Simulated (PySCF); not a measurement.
C2H8GaN, charge +1, doublet, geometry from GFN2-xTB (such geometries of metal compounds can be far from the true shape) (a state made from the parent by changing its charge; the spin is typed, not shown lowest), with bond 3-2 at 1.6 times its length; BLYP/STO-3G (PySCF).

Input for PySCF:
```python
from pyscf import gto, scf, dft

mol = gto.Mole()
mol.atom = '''
    Ga   -0.01353999    0.00429168   -0.01046814
    C    -1.56671247   -1.37717428   -0.07443168
    H    -0.86844047   -2.90900804   -0.53808960
    H    -2.28740318   -1.01285704   -0.80790788
    H    -1.99052343   -1.42488632    0.93014957
    C     0.16787923    1.82055303   -1.00704532
    H     1.02507073    1.73089935   -1.67656798
    H     0.33897293    2.58538960   -0.24757334
    H    -0.76405407    1.98005687   -1.55125884
    N     1.41077542   -0.44716397    1.09070983
    H     1.51989193   -0.19217765    2.06889340
    H     2.22564867   -0.99502111    0.82688852
'''
mol.basis = 'sto-3g'
mol.charge = 1
mol.spin = 1
mol.verbose = 4
mol.build()

mf = dft.UKS(mol)
mf.xc = 'blyp'
mf.DIIS = scf.ADIIS
mf.kernel()
```

What the program printed (banner, timings and long lists left out):

```
PySCF version 2.14.0

[INPUT] verbose = 4
[INPUT] num. atoms = 12
[INPUT] num. electrons = 57
[INPUT] charge = 1
[INPUT] spin (= nelec alpha-beta = 2S) = 1
[INPUT] symmetry False subgroup None
[INPUT] Mole.unit = angstrom
[INPUT] Symbol           X                Y                Z      unit          X                Y                Z       unit  Magmom
[INPUT]  1 Ga    -0.013539990000   0.004291680000  -0.010468140000 AA   -0.025586872829   0.008110099814  -0.019781917634 Bohr   0.0
[INPUT]  2 C     -1.566712470000  -1.377174280000  -0.074431680000 AA   -2.960657484241  -2.602482214995  -0.140655490191 Bohr   0.0
[INPUT]  3 H     -0.868440470000  -2.909008040000  -0.538089600000 AA   -1.641114643789  -5.497228489758  -1.016841974477 Bohr   0.0
[INPUT]  4 H     -2.287403180000  -1.012857040000  -0.807907880000 AA   -4.322565546659  -1.914022408938  -1.526724627078 Bohr   0.0
[INPUT]  5 H     -1.990523430000  -1.424886320000   0.930149570000 AA   -3.761544127230  -2.692644903439   1.757727942182 Bohr   0.0
[INPUT]  6 C      0.167879230000   1.820553030000  -1.007045320000 AA    0.317245766703   3.440346621947  -1.903039849825 Bohr   0.0
[INPUT]  7 H      1.025070730000   1.730899350000  -1.676567980000 AA    1.937102938008   3.270925720688  -3.168254311415 Bohr   0.0
[INPUT]  8 H      0.338972930000   2.585389600000  -0.247573340000 AA    0.640566001341   4.885678269299  -0.467845808344 Bohr   0.0
[INPUT]  9 H     -0.764054070000   1.980056870000  -1.551258840000 AA   -1.443852936659   3.741765195364  -2.931454355910 Bohr   0.0
[INPUT] 10 N      1.410775420000  -0.447163970000   1.090709830000 AA    2.665979167068  -0.845017436073   2.061142860071 Bohr   0.0
[INPUT] 11 H      1.519891930000  -0.192177650000   2.068893400000 AA    2.872179486637  -0.363163125763   3.909641906920 Bohr   0.0
[INPUT] 12 H      2.225648670000  -0.995021110000   0.826888520000 AA    4.205866435802  -1.880317386061   1.562592838347 Bohr   0.0

nuclear repulsion = 266.071164299133
number of shells = 25
number of NR pGTOs = 123
number of NR cGTOs = 41
basis = sto-3g
ecp = {}

******** <class 'pyscf.dft.uks.UKS'> ********
method = UKS
initial guess = minao
damping factor = 0
level_shift factor = 0
DIIS = <class 'pyscf.scf.diis.ADIIS'>
diis_start_cycle = 1
diis_space = 8
diis_damp = 0
SCF conv_tol = 1e-09
SCF conv_tol_grad = None
SCF max_cycles = 50
direct_scf = True
direct_scf_tol = 1e-13
number electrons alpha = 29  beta = 28
XC library pyscf.dft.libxc version 7.1.2
    S. Lehtola, C. Steigemann, M. J. T. Oliveira, and M. A. L. Marques,  SoftwareX 7, 1–5 (2018)
XC functionals = blyp
    A. D. Becke,  Phys. Rev. A 38, 3098 (1988)
    C. Lee, W. Yang, and R. G. Parr,  Phys. Rev. B 37, 785 (1988)
    B. Miehlich, A. Savin, H. Stoll, and H. Preuss,  Chem. Phys. Lett. 157, 200 (1989)
radial grids:
    Treutler-Ahlrichs [JCP 102, 346 (1995); DOI:10.1063/1.469408] (M4) radial grids

becke partition: Becke, JCP 88, 2547 (1988); DOI:10.1063/1.454033
pruning grids: <function nwchem_prune>
grids dens level: 3
symmetrized grids: False
atomic radii adjust function: <function treutler_atomic_radii_adjust>
small_rho_cutoff = 0
Set gradient conv threshold to 3.16228e-05
tot grids = 141512
init E= -2033.83552013236

cycle= 1 E= -2035.77365068021  delta_E= -1.94  |g|= 0.398  |ddm|= 2.86
cycle= 2 E= -2034.84717157148  delta_E= 0.926  |g|= 1.05  |ddm|= 2.29
cycle= 3 E= -2035.41016212867  delta_E= -0.563  |g|= 0.839  |ddm|= 2.07
cycle= 4 E= -2035.71430805178  delta_E= -0.304  |g|= 0.468  |ddm|= 1.57
cycle= 5 E= -2035.84573187427  delta_E= -0.131  |g|= 0.287  |ddm|= 1.05
cycle= 6 E= -2035.87574992453  delta_E= -0.03  |g|= 0.196  |ddm|= 0.665
cycle= 7 E= -2035.89645890386  delta_E= -0.0207  |g|= 0.126  |ddm|= 0.362
cycle= 8 E= -2035.8969181984  delta_E= -0.000459  |g|= 0.123  |ddm|= 0.348
cycle= 9 E= -2035.8999035394  delta_E= -0.00299  |g|= 0.0971  |ddm|= 0.296
cycle= 10 E= -2035.90746106451  delta_E= -0.00756  |g|= 0.0215  |ddm|= 0.172
cycle= 11 E= -2035.90651465402  delta_E= 0.000946  |g|= 0.0403  |ddm|= 0.115
cycle= 12 E= -2035.90760526105  delta_E= -0.00109  |g|= 0.0184  |ddm|= 0.0618
cycle= 13 E= -2035.904828065  delta_E= 0.00278  |g|= 0.0653  |ddm|= 0.111
cycle= 14 E= -2035.90759060437  delta_E= -0.00276  |g|= 0.0201  |ddm|= 0.0627
cycle= 15 E= -2035.90780792894  delta_E= -0.000217  |g|= 0.0111  |ddm|= 0.0402
cycle= 16 E= -2035.90788171043  delta_E= -7.38e-05  |g|= 0.00433  |ddm|= 0.0243
cycle= 17 E= -2035.90788548556  delta_E= -3.78e-06  |g|= 0.00368  |ddm|= 0.0132
cycle= 18 E= -2035.90788525143  delta_E= 2.34e-07  |g|= 0.00398  |ddm|= 0.00857
cycle= 19 E= -2035.90788732942  delta_E= -2.08e-06  |g|= 0.00364  |ddm|= 0.00906
cycle= 20 E= -2035.90788106779  delta_E= 6.26e-06  |g|= 0.00462  |ddm|= 0.011
cycle= 21 E= -2035.90789470539  delta_E= -1.36e-05  |g|= 0.00178  |ddm|= 0.00531
cycle= 22 E= -2035.90789574975  delta_E= -1.04e-06  |g|= 0.00128  |ddm|= 0.00419
cycle= 23 E= -2035.9078962046  delta_E= -4.55e-07  |g|= 0.00101  |ddm|= 0.00239
cycle= 24 E= -2035.90789641024  delta_E= -2.06e-07  |g|= 0.000857  |ddm|= 0.0025
cycle= 25 E= -2035.90789688584  delta_E= -4.76e-07  |g|= 0.000283  |ddm|= 0.00112
cycle= 26 E= -2035.90789661839  delta_E= 2.67e-07  |g|= 0.000668  |ddm|= 0.0013
cycle= 27 E= -2035.90789692482  delta_E= -3.06e-07  |g|= 0.000164  |ddm|= 0.000693
cycle= 28 E= -2035.90789694141  delta_E= -1.66e-08  |g|= 6.61e-05  |ddm|= 0.000315
cycle= 29 E= -2035.90789692973  delta_E= 1.17e-08  |g|= 0.000144  |ddm|= 0.000267
cycle= 30 E= -2035.90789693268  delta_E= -2.95e-09  |g|= 0.000129  |ddm|= 8.26e-05
cycle= 31 E= -2035.90789694443  delta_E= -1.18e-08  |g|= 1.33e-05  |ddm|= 0.000167
cycle= 32 E= -2035.90789693056  delta_E= 1.39e-08  |g|= 0.00014  |ddm|= 0.000183
cycle= 33 E= -2035.90789693645  delta_E= -5.89e-09  |g|= 0.000106  |ddm|= 4.44e-05
cycle= 34 E= -2035.90789693817  delta_E= -1.72e-09  |g|= 9.43e-05  |ddm|= 2.53e-05
cycle= 35 E= -2035.90789694374  delta_E= -5.57e-09  |g|= 3.39e-05  |ddm|= 0.000164
cycle= 36 E= -2035.90789694299  delta_E= 7.47e-10  |g|= 4.69e-05  |ddm|= 2.86e-05
cycle= 37 E= -2035.90789694169  delta_E= 1.31e-09  |g|= 6.32e-05  |ddm|= 3.64e-05
cycle= 38 E= -2035.90789694448  delta_E= -2.79e-09  |g|= 1.1e-05  |ddm|= 7.66e-05
cycle= 39 E= -2035.90789694453  delta_E= -5.5e-11  |g|= 7.29e-06  |ddm|= 1.54e-05
Extra cycle  E= -2035.9078969418  delta_E= 2.73e-09  |g|= 6.21e-05  |ddm|= 9.17e-05
converged SCF energy = -2035.9078969418  <S^2> = 0.75171263  2S+1 = 2.0017119
```
